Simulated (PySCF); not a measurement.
AlH₆O₂Si₂, SMILES [SiH3][O][Al][O][SiH3], multiplicity 2.

Coordinates come from a B3LYP-D3(BJ)/def2-SVP optimisation. The multiplicity is an assumed one; other spin states were not compared. The isomer is the one that the SMILES or the coordinates give; other isomers of the formula were not compared. One conformer was computed; it need not be the lowest.

Level of theory: PySCF with B3LYP-D3(BJ)/def2-SVP.

Frequencies are harmonic and unscaled.

A small imaginary wavenumber (i) marks a very flat motion, where grid noise or a shallow saddle decides the sign.

```json
[
 {"mode": "1", "ν (cm⁻¹)": "18i", "IR (km/mol)": "0.1", "moving atoms (share of kinetic energy)": "H 92 %"},
 {"mode": "2", "ν (cm⁻¹)": "8i", "IR (km/mol)": "0.0", "moving atoms (share of kinetic energy)": "H 87 %"},
 {"mode": "3", "ν (cm⁻¹)": "31", "IR (km/mol)": "0.1", "moving atoms (share of kinetic energy)": "Si 46 %, O 20 %, H 17 %, Al 17 %"},
 {"mode": "4", "ν (cm⁻¹)": "55", "IR (km/mol)": "0.5", "moving atoms (share of kinetic energy)": "O 80 %, H 12 %"},
 {"mode": "5", "ν (cm⁻¹)": "82", "IR (km/mol)": "6.2", "moving atoms (share of kinetic energy)": "O 66 %, Al 16 %, H 12 %"},
 {"mode": "6", "ν (cm⁻¹)": "86", "IR (km/mol)": "0.1", "moving atoms (share of kinetic energy)": "O 82 %, H 12 %"},
 {"mode": "7", "ν (cm⁻¹)": "213", "IR (km/mol)": "18.8", "moving atoms (share of kinetic energy)": "O 56 %, Si 28 %, Al 9 %"},
 {"mode": "8", "ν (cm⁻¹)": "486", "IR (km/mol)": "25.2", "moving atoms (share of kinetic energy)": "Al 47 %, Si 38 %, O 8 %"},
 {"mode": "9", "ν (cm⁻¹)": "618", "IR (km/mol)": "2.6", "moving atoms (share of kinetic energy)": "Al 56 %, Si 35 %"},
 {"mode": "10", "ν (cm⁻¹)": "735", "IR (km/mol)": "26.3", "moving atoms (share of kinetic energy)": "H 84 %, Si 9 %"},
 {"mode": "11", "ν (cm⁻¹)": "738", "IR (km/mol)": "19.0", "moving atoms (share of kinetic energy)": "H 84 %, Si 9 %"},
 {"mode": "12", "ν (cm⁻¹)": "739", "IR (km/mol)": "87.2", "moving atoms (share of kinetic energy)": "H 84 %, Si 9 %"},
 {"mode": "13", "ν (cm⁻¹)": "741", "IR (km/mol)": "99.4", "moving atoms (share of kinetic energy)": "H 84 %, Si 9 %"},
 {"mode": "14", "ν (cm⁻¹)": "958", "IR (km/mol)": "18.3", "moving atoms (share of kinetic energy)": "H 96 %"},
 {"mode": "15", "ν (cm⁻¹)": "959", "IR (km/mol)": "135.9", "moving atoms (share of kinetic energy)": "H 96 %"},
 {"mode": "16", "ν (cm⁻¹)": "960", "IR (km/mol)": "15.6", "moving atoms (share of kinetic energy)": "H 96 %"},
 {"mode": "17", "ν (cm⁻¹)": "961", "IR (km/mol)": "158.1", "moving atoms (share of kinetic energy)": "H 96 %"},
 {"mode": "18", "ν (cm⁻¹)": "991", "IR (km/mol)": "1226.1", "moving atoms (share of kinetic energy)": "H 78 %, Si 16 %"},
 {"mode": "19", "ν (cm⁻¹)": "1017", "IR (km/mol)": "93.3", "moving atoms (share of kinetic energy)": "H 90 %, Si 10 %"},
 {"mode": "20", "ν (cm⁻¹)": "1106", "IR (km/mol)": "145.3", "moving atoms (share of kinetic energy)": "O 82 %, Si 13 %"},
 {"mode": "21", "ν (cm⁻¹)": "1121", "IR (km/mol)": "588.9", "moving atoms (share of kinetic energy)": "O 69 %, Al 15 %, H 12 %"},
 {"mode": "22", "ν (cm⁻¹)": "2211", "IR (km/mol)": "142.1", "moving atoms (share of kinetic energy)": "H 96 %"},
 {"mode": "23", "ν (cm⁻¹)": "2212", "IR (km/mol)": "173.9", "moving atoms (share of kinetic energy)": "H 96 %"},
 {"mode": "24", "ν (cm⁻¹)": "2217", "IR (km/mol)": "115.0", "moving atoms (share of kinetic energy)": "H 96 %"},
 {"mode": "25", "ν (cm⁻¹)": "2218", "IR (km/mol)": "213.2", "moving atoms (share of kinetic energy)": "H 96 %"},
 {"mode": "26", "ν (cm⁻¹)": "2222", "IR (km/mol)": "105.8", "moving atoms (share of kinetic energy)": "H 99 %"},
 {"mode": "27", "ν (cm⁻¹)": "2224", "IR (km/mol)": "92.2", "moving atoms (share of kinetic energy)": "H 99 %"}
]
```
